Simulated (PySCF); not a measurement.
**Two-component Hartree-Fock for Ru³⁶⁺ (ruthenium, charge +36)**

Start: [He] 2s2 2p4; 2p1/2 filled at m_j = -1/2, +1/2; 2p3/2 filled at m_j = +1/2, +3/2. Calculated with PySCF 2.14 in an even-tempered Gaussian basis (17 s from 16 bohr⁻², ratio 2.4; 12 p from 20 bohr⁻², ratio 2.4; 5 d from 74 bohr⁻², ratio 2.6; 4 f from 110 bohr⁻², ratio 2.6): generalised Hartree-Fock with the X2C-1e Hamiltonian and a Gaussian nucleus; one run each with spin-orbit coupling (SO) switched off, then screened by Boettger's factors.

```tsv
spinor shell	electrons	ε, spin-free (eV)	ε, screened SO (eV)	weight of nominal j (screened SO)	rms radius, screened SO (bohr)
1s1/2	2	-24723.2	-24717.3	1.000	0.0383
2s1/2	2	-5455.0	-5453.2	1.000	0.152
2p1/2	2	-5185.5	-5273.1	0.992	0.131
2p3/2	2	-5185.5	-5140.2	0.995	0.135
```

| quantity | spin-free | screened SO |
| --- | --- | --- |
| E (hartree) | -3221.81562 | -3225.37803 |
| M_J | 2 | 2 |
| ⟨J²⟩ | 6.000 | 6.000 |
| ⟨L²⟩ | 2.000 | 3.066 |
| ⟨S²⟩ | 2.000 | 1.470 |

Each row is a mean over spinors that exchange with the open shell spreads, by up to 51.668 eV (2s1/2).

Breit and QED terms are absent; they matter most for the inner s and p1/2 levels.

Densities and radii are taken from the X2C orbitals without a picture-change correction, which distorts them close to the nucleus.

Without spin-orbit coupling the j labels of p, d and f shells carry no meaning; the spin-free column gives the mean over the occupied spinors of each nl shell.
